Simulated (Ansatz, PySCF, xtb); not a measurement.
Pulling on the O3–H4 bond in H2OSn (SMILES [OH][SnH]) (multiplicity 1 held, fragments rigid). Energies count from the point at 0.963 Å.
Geometry at that point (charge 0, multiplicity 1):
```xyz
4

Sn    -0.184    -0.150     0.195
H     -1.455     0.015    -1.072
O      1.215     0.799    -0.869
H      0.926     1.103    -1.736
```

R- and RO- levels are restricted; in cc, def2 and unpolarised 6-31G sets they are followed outwards from rest. U- levels take the lowest unrestricted solution at each point, which mixes spins at long bonds. Curves can end on different states.

Rows in LANL2DZ carry no dispersion term and start afresh at each structure. LANL2DZ brings its own core potentials from Na on.

Codes used: Ansatz (Gaussian basis) for Hartree–Fock, density functionals and correlated methods; PySCF for LANL2DZ rows; xtb for the GFN methods.  In def2 rows elements past Kr take small-core potentials, without spin–orbit coupling. The GFN methods have no spin term and hold the electronic entropy of 300 K.

Q: One of these levels gives 77.66 kcal/mol for the energy at R = 3.082 Å. Which one is it?
A. U-HF/LANL2DZ
B. R-HF/def2-TZVPP
C. R-B3LYP/LANL2DZ
D. GFN2-xTB

A: A, U-HF/LANL2DZ. The others give 126.37 (GFN2-xTB), 210.84 (R-HF/def2-TZVPP), 148.40 (R-B3LYP/LANL2DZ)

Doubts at one or more of the structures used: a spin-contaminated determinant (U-HF/LANL2DZ); a restricted determinant that unrestricted orbitals would lower (R-HF/def2-TZVPP).

Ansatz is a quantum-chemistry and plane-wave program.
